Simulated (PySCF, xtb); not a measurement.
BI₂, SMILES [B](I)I (connectivity only; charge and spin as stated), charge +1, multiplicity 1.

GFN2-xTB in xtb 6.7.1 at its own geometry gives an orbital gap of 3.77 eV.

Coordinates come from a ωB97X-D3(BJ)/def2-TZVP optimisation. The spin state was assumed, not searched. The isomer is the one that the SMILES or the coordinates give; other isomers of the formula were not compared. The def2 effective core potentials stand for the cores of I; spin–orbit coupling is left out.

Question: What does r2SCAN/def2-TZVPD (PySCF) give? (An estimate is asked for; the answer gives what the named calculation found.)

Answer: gap 4.54 eV (levels -12.97 and -8.44 eV).
